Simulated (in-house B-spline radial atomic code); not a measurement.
Configurations of Cd V (Cd4+), with energies counted from [Kr] 4d8. Method: scalar-relativistic (X2C) M06-2X, spin-polarised, spherical fractional occupations, exact exchange averaged over the configuration, Fermi nucleus of rms radius 4.6087 fm. Calculated with an all-electron radial atomic-structure program (B-spline basis). Shells without spins written out take the highest spin.

Occupations are held fixed; configurations that lie above the ionisation limit could autoionise.

```json
{"configuration": "[Kr] 4d7 5p1", "E - E(ref) (eV)": "27.948", "highest orbital": "5p up", "its <r> (bohr)": "2.367"}
{"configuration": "[Ar] 3d10 4s2 4p5 4d8 5p1", "E - E(ref) (eV)": "87.84", "highest orbital": "5p up", "its <r> (bohr)": "2.359"}
{"configuration": "[Ar] 3d10 4s2 4p5 4d8 4f1", "E - E(ref) (eV)": "104.64", "highest orbital": "4f up", "its <r> (bohr)": "2.422"}
```

Order these further configurations by energy, lowest first.
A. [Kr] 4d7 5d1
B. [Ar] 3d10 4s2 4p5 4d8 5d1
C. [Kr] 4d7 4f1
D. [Ar] 3d10 4s2 4p5 4d8 5s1

A (40.902 eV), C (44.79 eV), D (78.265 eV), B (100.83 eV).
